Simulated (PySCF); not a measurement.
**Bonding in `[SiH3]O[SiH2]O[SiH2]CCl`**

Species: CH₉ClO₂Si₃.
SMILES with atom numbers: `[SiH3:1][O:2][SiH2:3][O:4][SiH2:5][CH2:6][Cl:7]` (hydrogens: H8, H9, H10 on Si1; H11, H12 on Si3; H13, H14 on Si5; H15, H16 on C6)

Cartesian coordinates in Å at the GFN2-xTB level; atoms count from 1:
```xyz
16
CH9ClO2Si3 angstrom
Si     2.224    0.999    0.424
O      1.916   -0.320   -0.468
Si     1.010   -1.542   -1.006
O     -0.497   -1.436   -0.412
Si    -1.645   -0.774    0.512
C     -1.915    1.027   -0.069
Cl    -3.215    1.789    0.884
H      3.681    1.082    0.430
H      1.603    2.142   -0.249
H      1.663    0.811    1.762
H      0.897   -1.389   -2.448
H      1.580   -2.773   -0.481
H     -1.225   -0.765    1.912
H     -2.830   -1.581    0.245
H     -1.029    1.646    0.066
H     -2.221    1.092   -1.112
```

Bond orders from the PBE0/pcSseg-1 density (PySCF). Geometry: GFN2-xTB, one conformer, isolated molecule.

Question: Where do the orders between heavy atoms depart from those drawn in the SMILES?

Answer: The largest departure is 0.170, at Si5–C6 (drawn single, 0.830). Drawn single, order below 0.88: Si5–C6 (0.830).

Question: Set the Mayer orders of the bonds between heavy atoms beside their lengths.

Answer: 
```tsv
bond	drawn as	length (Å)	Mayer order
Si1–O2	single	1.622	0.906
O2–Si3	single	1.613	0.957
Si3–O4	single	1.623	0.932
O4–Si5	single	1.616	0.927
Si5–C6	single	1.911	0.830
C6–Cl7	single	1.783	0.953
```

By pair of heavy elements: O–Si: lowest Si1–O2 (0.906, 1.622 Å), highest O2–Si3 (0.957, 1.613 Å).

Question: And the bonds to hydrogen?

Answer: H–Si: 0.91 to 0.94 (7 bonds); C–H: 0.92 to 0.94 (2 bonds).

Question: Sum the orders of all bonds at each heavy atom with more than one neighbour and set the sums beside the valence in the SMILES.

Answer: Si1 3.693 (drawn 4), O2 1.863 (drawn 2), Si3 3.711 (drawn 4), O4 1.859 (drawn 2), Si5 3.636 (drawn 4), C6 3.646 (drawn 4). Orders between atoms that aren't bonded are not in these sums.

The Mayer order sums products of elements of PS (density times overlap matrix) between the two atoms' basis functions, so it depends on the basis set.
